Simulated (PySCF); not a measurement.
Isomers C5H7NOSi2:

A. SMILES C#CC#C[Si@@H](C=O)[SiH2]N
B. SMILES C#C[Si@H]1C=C(N=C)[SiH2]O1
C. `InChI=1S/C5H7NOSi2/c6-3-5-1-2-9(4-5)7-8/h1-2,4,9H,8H3/t9-/m0/s1`

Spectrum 1. ¹H NMR (500 MHz, computed): δ 7.32 (d, 1H), 7.00 (d, 1H), 5.53 (m, 1H), 5.27 (m, 1H), 5.07 (m, 1H), 4.97 (d, 1H), 1.99 (d, 1H). ¹³C{¹H} NMR (computed): δ 176.5 (C), 144.3 (CH2), 106.8 (CH), 101.5 (CH), 90.6 (C).

Spectrum 2. ¹H NMR (500 MHz, computed): δ 7.06 (d, 1H), 6.91 (d, 1H), 6.18 (m, 1H), 5.35 (m, 1H), 5.18 (s, 3H). ¹³C{¹H} NMR (computed): δ 153.7 (CH), 153.1 (CH), 137.5 (C), 136.3 (CH), 122.5 (C).

Spectrum 3. ¹H NMR (500 MHz, computed): δ 12.44 (d, 1H), 5.25 (m, 1H), 5.06 (m, 1H), 4.51 (m, 1H), 1.48 (s, 1H), 0.28 (br s, 2H). ¹³C{¹H} NMR (computed): δ 253.3 (CH), 103.2 (C), 80.2 (C), 75.1 (CH), 74.2 (C).

Computed data (PySCF): geometry from GFN2-xTB, NMR shieldings at PBE0/pcSseg-1/GIAO. Fast rotation and ring inversion assumed for equivalent nuclei, one conformer, in vacuum, relativity neglected.

Shifts are taken against calculated references (same method and geometry level): ¹H (σ = 31.72 ppm), ¹³C (σ = 186.93 ppm) against TMS. Where no couplings were computed, multiplicities follow the n + 1 count of equivalent neighbours, and m marks all less simple cases (inequivalent or close neighbours, rings, F or P nearby). Shifts are as computed. Against solution values, carbons near 30 ppm lie about +3 ppm off and those near 130 ppm about +5 ppm. Of 1309 compounds with measured shifts, 239 miss one by over three times the rms of a fit or turn the order of signals round; such compounds aren't used in these exercises. OH and NH positions are gas-phase values without hydrogen bonding to other molecules.

**Question.** Match each spectrum to its structure.

**Answer.** 1–B, 2–C, 3–A.

- Spectrum 1 (B): 5 ¹³C signals; δC 106.8 is an alkene CH; δC 101.5 is a terminal alkyne carbon.
- Spectrum 2 (C): 5 ¹³C signals; δC 153.7 is an alkene CH; δC 153.1 is an alkene CH.
- Spectrum 3 (A): 5 ¹³C signals; δC 103.2 is an alkyne carbon; δC 80.2 is an alkyne carbon.
